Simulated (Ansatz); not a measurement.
Reaction (redistribution): `[OH][AlH][SiH2][SeH]` + `[OH][Al]([F])[F]` → `[OH][AlH][SiH2]O` + `[F][Al]([F])[SeH]`

Gas-phase electronic energies from Ansatz, PBE0-D4/def2-TZVP geometries. CCSD(T)/CBS is the MP2 limit (def2-TZVPP, def2-QZVPP) plus CCSD(T) − MP2 in def2-TZVPP, frozen cores. Functionals use def2-TZVPP. HSE06 is defined as in plane-wave codes. For Se outer-core shells are correlated without core-valence functions, which leaves a few kJ/mol of doubt a bond. Scalar relativity is left out up to krypton. Each species was taken in one conformer, which may not be the lowest.

```tsv
level	ΔE (kcal/mol)	difference from CCSD(T)/CBS
LDA (SPW92)	3.1	0.1
PBE0-D4	2.9	-0.1
HSE06-D4	2.9	-0.1
ωB97X-V	2.3	-0.7
PBE	2.2	-0.8
revPBE	1.7	-1.3
PBE0	2.4	-0.6
r2SCAN0	2.8	-0.2
HSE06	2.4	-0.6
BHLYP	1.4	-1.6
CAM-B3LYP	1.6	-1.4
LC-ωPBE	2.5	-0.5
RPA@PBE/def2-TZVPP	2.3	-0.7
SCS-MP2/def2-TZVPP	3.0	0.0
CCSD/def2-TZVPP	2.8	-0.2
MP2/CBS(def2)	3.8	0.8
CCSD(T)/CBS	3.0	0
```

Largest T1 diagnostic among the species: 0.013.

In def2-TZVPP, CCSD(T) changes the Hartree–Fock value by +2.9 kcal/mol (the triples alone add +0.3 kcal/mol) and MP2 by +3.8 kcal/mol. The D4 term adds +1.1 kcal/mol with B3LYP and +0.6 kcal/mol with PBE0; it sums over pairs of atoms, weighted by their polarisabilities, and B3LYP, whose exchange is more repulsive, gets the larger term. Leaving LDA and LC-ωPBE aside and taking each functional with its dispersion term where it has one, the values, not all of them listed here, spread over 1.0 kcal/mol, from CAM-B3LYP-D4 to revPBE-D4. LDA lies +0.9 kcal/mol from PBE without D4.

B3LYP here is the variant with VWN-RPA as its local correlation; programs differ in this.
